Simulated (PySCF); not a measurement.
# Shifts of the heteroatoms

Numbering as in the mapped SMILES `[cH:1]1[cH:2][n:3][c:4]2[c:5]([cH:6]1)[O:7][SiH2:8][O:9]2`; H(Xn) means a hydrogen on atom n.

- coordinates at the GFN2-xTB level
- NMR shieldings at PBE0/pcSseg-1/GIAO
- run in PySCF
- one computed conformer, averaged over atoms made equivalent by symmetry, fast rotation or ring inversion, non-relativistic, no solvent

Problem. Predict the $^{29}$Si NMR data.

Solution. 
```
atoms                                       environment  σ (ppm)  δ (ppm)
  Si8  silicon bonded to 2 O, 2 H, in a 5-membered ring    350.8     -8.4
```

Shieldings were converted by a linear fit to measured shifts: $^{29}$Si: δ = 279.94 − 0.822σ (rms 8.9 ppm, 72 shifts, 25.8 ppm with the 6 outliers that the fit left out vs TMS, solution or neat liquid). A few per cent of atoms miss by over 2 rms, more outside the fitted compound classes.

On a 400 MHz spectrometer $^{29}$Si resonates near 79.5 MHz, so 1 ppm is 79.5 Hz.

Problem. What are the $^{15}$N shifts?

Solution. 
| atoms | environment | σ (ppm) | δ (ppm) |
| --- | --- | --- | --- |
| N3 | pyridine-type ring nitrogen | -45.9 | -105.8 |

Shieldings were converted by a linear fit to measured shifts: $^{15}$N: δ = -148.07 − 0.921σ (rms 6.3 ppm, 71 shifts vs CH3NO2, solution or neat liquid). A few per cent of atoms miss by over 2 rms, more outside the fitted compound classes.

On a 600 MHz spectrometer $^{15}$N resonates near 60.8 MHz, so 1 ppm is 60.8 Hz.

Problem. Predict the $^{17}$O NMR data.

Solution. 
```
atoms                                   environment  σ (ppm)  δ (ppm)
   O9  oxygen bonded to C, Si, in a 5-membered ring    200.2     84.3
   O7  oxygen bonded to C, Si, in a 5-membered ring    233.2     54.3
```

Shieldings were converted by a linear fit to measured shifts: $^{17}$O: δ = 266.70 − 0.911σ (rms 10.7 ppm, 155 shifts, 12.2 ppm with the 3 outliers that the fit left out vs liquid water, solution or neat liquid). Occasional misses reach two or three times the rms, and more in compound classes unlike the fitted ones.

On a 300 MHz spectrometer $^{17}$O resonates near 40.7 MHz, so 1 ppm is 40.7 Hz.
